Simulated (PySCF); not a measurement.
Two species compared at the same levels of theory.

First species: C4H14FNSi2.
Structure used (GFN2-xTB), in Å, numbered top down from 1:
```
atom  x, y, z in Å
C1    -1.463    1.276    0.856
N2    -0.631    0.101    1.008
C3    -0.303   -0.638   -0.216
C4    -1.522   -0.985   -1.073
C5     0.361   -1.939    0.235
Si6    0.990    0.433   -1.156
Si7    2.291    1.418    0.466
F8     3.573    2.038   -0.308
H9    -2.495    1.062    0.542
H10   -1.015    1.945    0.122
H11   -1.501    1.794    1.815
H12   -1.066   -0.526    1.680
H13   -1.213   -1.606   -1.910
H14   -2.264   -1.535   -0.492
H15   -1.990   -0.091   -1.476
H16    1.201   -1.730    0.894
H17    0.720   -2.503   -0.622
H18   -0.349   -2.565    0.778
H19    0.292    1.385   -2.042
H20    1.690   -0.450   -2.108
H21    2.926    0.542    1.449
H22    1.760    2.592    1.154
```

Second species: C4H16N2OSi2.
SMILES: `CC[C@@H](O[SiH3])[Si@@H](N)NC`

Levels: PBE0/pcSseg-1 for HOMO energy, LUMO energy and HOMO–LUMO gap. Geometries: GFN2-xTB. All species are isolated and taken at one optimised geometry, non-relativistic unless stated; the electronic structure was computed with PySCF and density fitting.

The conformers computed, where there is a choice (atom-mapped SMILES and torsion angles):
- `[CH3:1][NH:2][C:3]([CH3:4])([CH3:5])[SiH2:6][SiH2:7][F:8]`: C1–N2–C3–C4 -51°, N2–C3–Si6–Si7 35°, C3–Si6–Si7–F8 167°

The conformers of `CC[C@@H](O[SiH3])[Si@@H](N)NC` aren't listed.

```json
{"property": "HOMO energy", "column X": "-6.37 eV", "column Y": "-6.70 eV"}
{"property": "LUMO energy", "column X": "0.47 eV", "column Y": "-0.41 eV"}
{"property": "HOMO–LUMO gap", "column X": "6.84 eV", "column Y": "6.29 eV"}
```

Which column belongs to which species?

Column X is the second species and column Y the first. The first has 22 atoms and 82 electrons, the second 25 and 90.

How does each property change from the first species to the second?

HOMO energy +0.33 eV; LUMO energy +0.88 eV; HOMO–LUMO gap +0.55 eV.

